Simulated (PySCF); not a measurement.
Atoms are numbered as in `[BH2:1][C@@H:2]1[CH2:3][C@@H:4]1[CH:5]1[CH2:6][CH2:7]1`. Hydrogens are named by the atom that carries them. Ha(C3) is cis to B1 on the ring; Ha(C6), Ha(C7) are cis to C4 on the ring; Hb(C3) is trans to B1 on the ring; Hb(C6), Hb(C7) are trans to C4 on the ring.

All values are calculated (PySCF): geometry: PBE0-D3(BJ)/def2-SVP, NMR shieldings at PBE0/pcSseg-1/GIAO. One averaged value for each set of equivalent atoms, non-relativistic, single conformer, no solvent.

Scale: ¹³C, ¹H against TMS; BF3·OEt2 for ¹¹B (reference shieldings calculated alike).

| atoms | nucleus | count | δ (ppm) |
| --- | --- | --- | --- |
| C3 | ¹³C | 1 | 23.2 |
| B1 | ¹¹B | 1 | ? |
| Ha(C6) | ¹H | 1 | ? |
| H(C2) | ¹H | 1 | 1.31 |
| Hb(C6) | ¹H | 1 | 0.64 |
| C4 | ¹³C | 1 | 35.6 |
| H(B1) | ¹H | 2 | 7.31 |
| Hb(C3) | ¹H | 1 | 1.45 |
| Ha(C3) | ¹H | 1 | 1.33 |
| H(C4) | ¹H | 1 | ? |
| Ha(C7) | ¹H | 1 | ? |
| C2 | ¹³C | 1 | 24.9 |
| C5 | ¹³C | 1 | 14.6 |
| H(C5) | ¹H | 1 | 0.73 |
| Hb(C7) | ¹H | 1 | 0.41 |
| C7 | ¹³C | 1 | ? |
| C6 | ¹³C | 1 | 8.3 |

Estimate the values marked ?.

Answers


- C7: 5.9 ppm, three-membered-ring carbon; carbons of three-membered rings are unusually shielded
- H(C4): 0.68 ppm, hydrogen on a three-membered-ring carbon; cyclopropane-type protons are shielded by the ring
- Ha(C6): 0.19 ppm, hydrogen on a three-membered-ring carbon; cyclopropane-type protons are shielded by the ring
- Ha(C7): 0.16 ppm, hydrogen on a three-membered-ring carbon; cyclopropane-type protons are shielded by the ring
- B1: 83.9 ppm, boron bonded to C, 2 H

Hydrogens on boron are broadened and split by ¹¹B (spin 3/2, 80 %) and 10B (spin 3). A carbon bonded to boron is broadened by the quadrupolar boron nucleus and is often missing from a measured spectrum. Shifts are as computed. Against solution values, carbons near 30 ppm lie about +2 ppm off and those near 130 ppm about +5 ppm. Of 1309 compounds with measured shifts, 239 miss one by over three times the rms of a fit or turn the order of signals round; such compounds aren't used in these exercises.
